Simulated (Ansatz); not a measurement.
Relaxation of AlH$_{7}$N$_{2}$O (11 atoms, charge 0, multiplicity 1), to a largest force component of 0.03 eV/Å in at most 50 steps.

The calculation used RKS PBE0/cc-pVDZ (Ansatz).

```xyz
11
Properties=species:S:1:pos:R:3:forces:R:3
Al -0.069 -0.131 -0.020 -0.02 -0.11 0.48
O -0.006 -0.275 1.735 -0.04 -0.11 -0.48
H -0.826 -0.339 2.233 -0.02 -0.01 0.02
N 1.478 0.118 -0.872 0.05 -0.05 -0.03
H 1.676 -0.267 -1.791 0.00 0.07 0.07
H 2.344 0.238 -0.356 -0.01 -0.02 -0.05
N -1.603 -0.277 -0.924 0.02 0.02 0.00
H -2.502 -0.541 -0.540 0.02 0.01 0.00
H -1.706 -0.027 -1.902 0.00 -0.01 0.03
H 0.271 2.440 0.927 0.21 1.39 -1.18
H 0.182 1.908 1.407 -0.20 -1.18 1.15
```

Where does it end, and by what steps?

The forces met the threshold. After 17 steps the energy has fallen by 0.113 eV; H10 moved furthest, 1.59 Å.

```tsv
step	energy less start (eV)	largest force component (eV/Å)	accepted
0	0.0000	1.385	yes
1	-0.0659	0.357	yes
2	-0.0749	0.173	yes
3	-0.0793	0.097	yes
4	-0.0643	0.473	no
5	-0.0855	0.297	yes
6	-0.0911	0.048	yes
7	-0.0921	0.343	yes
8	-0.0971	0.108	yes
9	-0.0992	0.314	yes
10	-0.1031	0.198	yes
11	-0.1055	0.211	yes
12	-0.1083	0.160	yes
13	-0.1104	0.118	yes
14	-0.1116	0.127	yes
15	-0.1123	0.108	yes
16	-0.1128	0.069	yes
17	-0.1130	0.024	yes
```

```xyz
11
Properties=species:S:1:pos:R:3
Al -0.027 -0.252 -0.251
O 0.058 0.120 1.444
H -0.726 0.077 1.997
N 1.532 -0.354 -1.101
H 1.662 -0.497 -2.095
H 2.428 -0.242 -0.641
N -1.581 -0.511 -1.087
H -2.496 -0.408 -0.665
H -1.678 -0.736 -2.070
H -0.018 3.185 2.302
H 0.086 2.465 2.063
```

Whether the end is a true minimum wasn't checked by a vibrational analysis.

The run took 52 s on 2 threads of Arm Neoverse V1, with other jobs on the host, peak memory 0.19 GiB.
